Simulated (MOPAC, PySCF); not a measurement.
H₇N₃Sn, SMILES `[NH2][SnH]([NH2])[NH2]`, neutral singlet in the gas phase. 

Cartesian coordinates (Å):
```xyz
11

N      1.7788    -0.6042    -0.1957
Sn     0.0810     0.0269     0.7417
N     -1.4820    -1.2637     0.5875
N     -0.6413     1.5965    -0.3391
H      1.8288    -0.3523    -1.1754
H      2.6404    -0.3208     0.2534
H      0.4584     0.2173     2.4053
H     -1.7381    -1.4517    -0.3749
H     -1.3271    -2.1539     1.0449
H     -0.0359     2.4075    -0.3651
H     -1.5630     1.8985    -0.0467
```
Charge 0, spin multiplicity 1.

All levels are single points at this geometry (B3LYP-D3(BJ)/def2-TZVP); Pople sets use spherical d functions. Orbital energies aren't observables, and empty levels follow the basis.

| level | HOMO (eV) | LUMO (eV) | gap (eV) | dipole (D) | vertical IE, Delta-SCF (eV) |
|---|---|---|---|---|---|
| B3LYP-D3(BJ)/def2-TZVP in PySCF | -6.87 | -0.36 | 6.51 | 1.38 | – |
| M06-2X/def2-TZVP in PySCF | -8.58 | 0.73 | 9.32 | 1.50 | – |
| PBE-D3(BJ)/def2-TZVP in PySCF | -5.67 | -0.93 | 4.75 | 1.28 | – |
| B3LYP/6-31G* (LANL2DZ on Sn) in PySCF | -6.44 | 0.42 | 6.86 | 1.57 | 8.68 |
| BP86/6-31G* (LANL2DZ on Sn) in PySCF | -5.32 | -0.33 | 5.00 | 1.48 | – |
| PBE/6-31G* (LANL2DZ on Sn) in PySCF | -5.21 | -0.26 | 4.95 | 1.46 | – |
| SVWN5/6-31G* (LANL2DZ on Sn) in PySCF | -5.28 | -0.33 | 4.95 | 1.53 | – |
| AM1 in MOPAC | -8.87 | 0.16 | 9.03 | 2.39 | – |
| PM3 in MOPAC | -9.46 | -0.33 | 9.12 | 1.35 | – |
